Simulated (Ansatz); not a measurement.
A structure relaxed at PBE0-D4/def2-TZVP, charge 0, multiplicity 1:

Cartesian coordinates in Å:
```
C 1.201 1.583 0.806
O 0.430 0.582 1.400
Al -0.539 -0.695 0.914
F -1.235 -1.590 2.108
Si -0.959 -1.276 -1.415
H 2.242 1.497 1.131
H 0.833 2.569 1.109
H 1.182 1.536 -0.290
H -0.220 -0.364 -2.331
H -0.525 -2.671 -1.701
H -2.411 -1.172 -1.732
```

Question: Give its formula and SMILES.

Answer: CH6AlFOSi, `C[O][Al]([F])[SiH3]`.

Question: Point group (tolerance 0.08 Å, 0.16 Å for H)?

Answer: Cs.

Question: Summarise the bond lengths by kind.

Answer: 1 × C–O 1.397 Å; 3 × C–H 1.094 to 1.097 Å; 1 × Al–O 1.675 Å; 1 × Al–F 1.647 Å; 1 × Al–Si 2.436 Å; 3 × H–Si 1.489 Å.

Program: Ansatz 0.2.0.
